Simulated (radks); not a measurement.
Species: Rh3+. Configuration: [Kr] 4d6.

Method: scalar-relativistic Kohn-Sham, r2SCAN, spin-polarised, spherical densities, finite nucleus; open shells are filled with parallel spins first (spin-orbit coupling, left out, can overturn this in heavy ions); meta-GGA in the generalised Kohn-Sham scheme; Fermi nuclear charge, rms radius 4.4945 fm; computed with a radial shooting solver on a logarithmic mesh with Libxc functionals.

Energy parts (eV):
| part | energy |
|---|---|
| total | -130142.907 |
| kinetic | 134789.353 |
| electron-nucleus | -312614.582 |
| Hartree | 51438.537 |
| exchange-correlation | -3756.215 |

Orbitals (lengths in bohr, moments of r in powers of bohr; <r^-3> diverges for s and p1/2):
\begin{tabular}{lrrrrrr}
orbital & occ. & eigenvalue (eV) & <r^2> & <1/r> & <r^-3> & <r^4> \\ \hline
1s down & 1 & -23122.31 & 0.001439 & 47.05 & - & 5.378e-06 \\
1s up & 1 & -23122.29 & 0.001439 & 47.05 & - & 5.378e-06 \\
2s up & 1 & -3397.486 & 0.02373 & 10.67 & - & 0.0009696 \\
2s down & 1 & -3396.449 & 0.02372 & 10.67 & - & 0.0009692 \\
2p up & 3 & -3045.816 & 0.01870 & 10.32 & 3245 & 0.0006961 \\
2p down & 3 & -3045.057 & 0.01870 & 10.32 & 3246 & 0.0006957 \\
3s up & 1 & -642.8973 & 0.1738 & 3.724 & - & 0.04650 \\
3s down & 1 & -642.6317 & 0.1738 & 3.722 & - & 0.04645 \\
3p up & 3 & -526.3671 & 0.1766 & 3.541 & 567.3 & 0.05048 \\
3p down & 3 & -525.9894 & 0.1766 & 3.539 & 566.3 & 0.05037 \\
3d up & 5 & -340.6798 & 0.1639 & 3.307 & 76.49 & 0.05104 \\
3d down & 5 & -339.8857 & 0.1638 & 3.305 & 76.39 & 0.05080 \\
4s up & 1 & -122.5353 & 1.081 & 1.397 & - & 1.744 \\
4s down & 1 & -118.4992 & 1.072 & 1.407 & - & 1.719 \\
4p up & 3 & -89.3555 & 1.301 & 1.259 & 89.04 & 2.617 \\
4p down & 3 & -85.0664 & 1.293 & 1.268 & 90.79 & 2.601 \\
4d up & 5 & -41.3162 & 2.148 & 0.9731 & 7.846 & 8.022 \\
4d down & 1 & -36.9378 & 2.235 & 0.9659 & 7.812 & 9.003 \\
\end{tabular}

The highest occupied level is 4d down at -36.938 eV. The electron density at the nucleus is 1.237e+05 e/bohr^3 (large components only). For comparison, the ionisation energy in NIST's Atomic Spectra Database is 42 eV (theoretical). In exact Kohn-Sham theory the highest level is minus the ionisation energy, but local and semilocal functionals leave it too shallow, through self-interaction and a potential that decays too fast; potentials with the right tail come closer. The spin density at the nucleus is -4.251 e/bohr^3 (1s 0.010, 2s -2.139, 3s 1.795, 4s -3.917). The density falls to 0.001 e/bohr^3 at r = 3.14 bohr. Summed over all electrons, <r^2> = 26.12 bohr^2, which gives a Langevin (diamagnetic) susceptibility term of -20.7 x 10^-6 cm^3/mol. Spin moment in Bohr magnetons: 4.
